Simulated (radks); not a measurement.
Ionisation of the platinum ion Pt+, [Xe] 4f14 5d9, to [Xe] 4f14 5d8 as the strength of local exchange is varied. All-electron calculation, Dirac Kohn-Sham, Slater X-alpha exchange (alpha = 2/3 is LDA exchange), no correlation, spin-unpolarised, spherical densities, finite nucleus; open shells fill j = l - 1/2 first; Fermi nuclear charge, rms radius 5.427 fm. Program: a radial shooting solver on a logarithmic mesh with Libxc functionals.

alpha  E(Pt+) (hartree)  exchange (hartree)  IE (eV)  -e of the level emptied (eV)  <r> of it (bohr)
0.57        -18375.1493           -288.4612   16.783                11.423 (5d5/2)             1.737
0.614       -18397.4310           -311.1338   17.421                11.982 (5d5/2)             1.718
0.667       -18424.3089           -338.5210   18.210                12.677 (5d5/2)             1.695
0.687       -18434.4625           -348.8777   18.513                12.946 (5d5/2)             1.687
1.001       -18594.6592           -513.0436   23.673                17.585 (5d5/2)             1.570

NIST Atomic Spectra Database: 18.6 +/- 0.12 eV (measured). The Delta-SCF value meets it near alpha = 0.69. Spin polarisation and multiplet splitting are left out, so open shells lie too high by an amount that depends on their filling.

Beside tabulated values, note that spin-unpolarised runs miss the spin-polarisation part of the exchange energy of open shells.
